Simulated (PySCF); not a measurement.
BeH6Si2, SMILES [SiH3][Be][SiH3]. Atoms are numbered in the order given.

```xyz
9

Be     0.0000     0.0000     0.0000
Si     0.0000     0.0000    -2.1917
H      1.2233     0.6467    -2.7525
H     -1.1717     0.7361    -2.7525
H     -0.0516    -1.3828    -2.7525
Si     0.0000     0.0000     2.1917
H      1.2233    -0.6467     2.7525
H     -1.1717    -0.7361     2.7525
H     -0.0516     1.3828     2.7525
```
Charge 0, spin multiplicity 1.

Geometry optimised at PBE0-D3(BJ)/def2-TZVP.

Method: PySCF with B3LYP/pcJ-1.

Isotropic couplings with Fermi-contact, spin-dipole and both spin-orbit terms, one fixed conformer, no vibrational averaging. Isotopes: 1H, 29Si.

```
pair     bonds apart  J (Hz)
-------  -----------  ------
Si2–H3             1       …
Si2–H4             1       …
Si2–H5             1       …
Si6–H7             1       …
Si6–H8             1       …
Si6–H9             1       …
Si2–Si6            2       …
H3–H4              2    -4.6
H3–H5              2    -4.6
H4–H5              2    -4.6
H7–H8              2    -4.6
H7–H9              2    -4.6
H8–H9              2    -4.6
Si2–H7             3    -1.3
Si2–H8             3    -1.3
Si2–H9             3    -1.3
H3–Si6             3    -1.2
H4–Si6             3    -1.0
H5–Si6             3    -1.5
H3–H7              4     0.7
H3–H8              4    -1.1
H3–H9              4     0.5
H4–H7              4    -1.1
H4–H8              4     0.5
H4–H9              4     0.7
H5–H7              4     0.5
H5–H8              4     0.7
H5–H9              4    -1.1
```

Q: Some entries are withheld; supply them. (The exact figures need the calculation; the answer reports its results.)

A: 
- Si2–H3, J (Hz): -190.9
- Si2–H4, J (Hz): -190.9
- Si2–H5, J (Hz): -190.9
- Si6–H7, J (Hz): -190.9
- Si6–H8, J (Hz): -190.9
- Si6–H9, J (Hz): -190.9
- Si2–Si6, J (Hz): 30.5
